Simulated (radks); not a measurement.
Initial-state core-level shifts of the iodine ion I+ when its valence configuration changes from [Kr] 4d10 5s2 5p4. Calculated with a radial shooting solver on a logarithmic mesh with Libxc functionals: scalar-relativistic Kohn-Sham, SCAN, spin-polarised, spherical densities, finite nucleus; open shells are filled with parallel spins first (spin-orbit coupling, left out, can overturn this in heavy ions); meta-GGA in the generalised Kohn-Sham scheme; Fermi nuclear charge, rms radius 4.75 fm. Shifts are changes of the shell-averaged eigenvalues in eV (positive: less bound); the change of the density at the nucleus, which sets a Mossbauer isomer shift, is in e/bohr^3, on a base of 2.569e+05.

| valence | 1s | 2s | 3p | 4s | density at nucleus |
|---|---|---|---|---|---|
| 4d9 5s2 5p5 | -9.747 | -10.330 | -9.777 | -7.982 | +26.79 |
| 4d10 5s1 5p5 | -1.479 | -1.451 | -1.478 | -1.457 | -73.78 |
| 4d10 5p6 | -2.995 | -2.936 | -2.983 | -2.932 | -149.19 |
| 4d9 5s1.5 5p5.5 | -10.458 | -11.030 | -10.488 | -8.679 | -12.50 |
| 4d8 5s2 5p6 | -19.622 | -20.838 | -19.654 | -15.823 | +55.57 |
| 4d9 5s1 5p6 | -11.168 | -11.730 | -11.200 | -9.374 | -51.35 |
| 4d9.5 5s2 5p4.5 | -4.857 | -5.142 | -4.876 | -4.009 | +13.02 |
| 4d10 5s1.5 5p4.5 | -0.745 | -0.732 | -0.744 | -0.732 | -36.68 |
| 4d9.5 5s1 5p5.5 | -6.311 | -6.572 | -6.329 | -5.435 | -62.70 |
